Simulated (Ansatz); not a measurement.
`O[CH2][SnH3]` + `N[SiH3]` → `[SiH3][NH][SnH3]` + CH₃OH at 600 K and 1 bar (ligand exchange at the Sn–C bond).

Isolated molecules relaxed with PBE0-D4/def2-TZVP in Ansatz; ΔE leaves out vibrations. CBS: MP2 limit from def2 TZ/QZ plus the TZ coupled-cluster correction, frozen cores. This one scheme is used for every species. def2 core potentials past Kr. For Sn outer-core shells are correlated without core-valence functions, which leaves a few kJ/mol of doubt a bond. Each species was taken in one conformer, which may not be the lowest.

| species | CCSD(T)/CBS energy (Eh) | H − E (kJ/mol) | S (J/(mol·K)) |
| --- | --- | --- | --- |
| `O[CH2][SnH3]` | -330.81397 | 213.5 | 400.6 |
| `N[SiH3]` | -346.80422 | 170.6 | 320.8 |
| `[SiH3][NH][SnH3]` | -562.01692 | 220.6 | 453.5 |
| CH₃OH | -115.61712 | 163.6 | 277.3 |

H − E and S are ideal-gas, rigid-rotor, harmonic terms from PBE0-D4/def2-TZVP, for one conformer and one mirror image of each species. 1 Eh = 2625.50 kJ/mol, R = 8.31446 J/(mol·K).

Task: By hand: ΔE, ΔH, ΔS and ΔG.

Result: ΔE = (-562.01692) + (-115.61712) − (-330.81397) − (-346.80422) = -0.01585 Eh = -41.6 kJ/mol. Δ(H − E) = 220.6 + 163.6 − 213.5 − 170.6 = 0.1, so ΔH = -41.5 kJ/mol. ΔS = 453.5 + 277.3 − 400.6 − 320.8 = 9.4 J/(mol·K). ΔG = -41.5 − 600 × (9.4)/1000 = -47.1 kJ/mol.

Task: By hand: the equilibrium constant, and the temperature at which ΔG would vanish if ΔH and ΔS stayed fixed.

Result: log₁₀ K = −ΔG/(RT ln 10) = 4.1. ΔH and −TΔS have one sign here, so there is no such temperature.

The number of gas molecules stays the same, so ΔS is small and ΔH decides. A doubt of 5 kJ/mol in ΔE shifts log₁₀ K by 0.4 here. Other conformers and mirror images would add mixing entropy, several J/(mol·K) or more a flexible species. Modes under 60 cm⁻¹, often nearly free rotors, make the harmonic entropy too high. These are equilibria of isolated gas molecules and say nothing of rates. Largest T1 diagnostic: 0.012 (customary marks: 0.02 for closed shells, 0.045 for open ones).

ΔS is within the doubt of such terms, so its sign, and with it that verdict, could turn.
